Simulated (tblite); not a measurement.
Run record: tight-binding relaxation, `Cn1c(F)ccc1C=O`.

Computed with GFN2-xTB geometry optimisation, gas phase (tblite 0.8.0). Start geometry: from a force field or distance geometry. A driver script takes a list of jobs; this job's settings line and coordinates (Å) are shown.

Input:
```
{"job": {"kind": "relax", "xc": "GFN2-xTB", "basis": "xTB"}, "charge": 0, "multiplicity": 1}
C     -1.011000     1.578900    -0.101900
N     -0.008200     0.560400    -0.047200
C      1.348100     0.799200    -0.053000
F      1.909800     2.019900    -0.143800
C      2.014200    -0.387700     0.025900
C      1.028800    -1.405600     0.083500
C     -0.218500    -0.802700     0.046700
C     -1.503100    -1.451600     0.099400
O     -2.587200    -0.882600     0.061600
H     -1.633200     1.412000    -0.987900
H     -1.627900     1.526900     0.805500
H     -0.548400     2.561200    -0.163500
H      3.085300    -0.501200     0.033600
H      1.227300    -2.470200     0.151400
H     -1.480400    -2.548900     0.167800
```

Task: What does the run print?

Result: 
```
step      E/eV     max force
  0    -751.34555    1.346
  1    -751.39783    1.260
  2    -751.42317    0.563
  3    -751.43887    0.350
  4    -751.45216    0.294
  5    -751.45947    0.257
  6    -751.46315    0.167
  7    -751.46492    0.117
  8    -751.46604    0.088
  9    -751.46654    0.063
 10    -751.46679    0.046
 11    -751.46695    0.031
 12    -751.46706    0.031
 13    -751.46712    0.020
 14    -751.46714    0.016
 15    -751.46717    0.012
 16    -751.46719    0.011
 17    -751.46720    0.012
 18    -751.46722    0.013
 19    -751.46723    0.013
 20    -751.46725    0.010
```

«max force» is the largest atomic force in eV/Å.

Task: From which step on does the largest force stay under 0.1 eV/Å, and how much energy is left to gain from there?

Result: From step 8 (0.088 eV/Å), 1.2 meV above the end.

Main results: energy lowered by 2.8 kcal/mol over 20 steps; largest atomic force 0.010 eV/Å at the end.

Task: Where do the atoms end?

Result: 0.038 Å rms from the input after alignment:
```
atom  x, y, z in Å
C1    -1.0126    1.5763   -0.1016
N2     0.0073    0.5649   -0.0400
C3     1.3330    0.7702   -0.0546
F4     1.8111    2.0122   -0.1361
C5     2.0244   -0.4185    0.0222
C6     1.0482   -1.4125    0.0877
C7    -0.1985   -0.7962    0.0490
C8    -1.4946   -1.4135    0.0928
O9    -2.5669   -0.8497    0.0593
H10   -1.6481    1.4138   -0.9728
H11   -1.6426    1.5259    0.7872
H12   -0.5416    2.5560   -0.1655
H13    3.0880   -0.5358    0.0295
H14    1.2187   -2.4682    0.1564
H15   -1.4303   -2.5169    0.1648
```

Hardware: one thread of an Intel Xeon Platinum 8375C at 2.90 GHz, no GPU, on a shared host. Cost: 0.13 s of wall time.
Labels such as C1 count atoms from 1, the log's own numbers from 0.
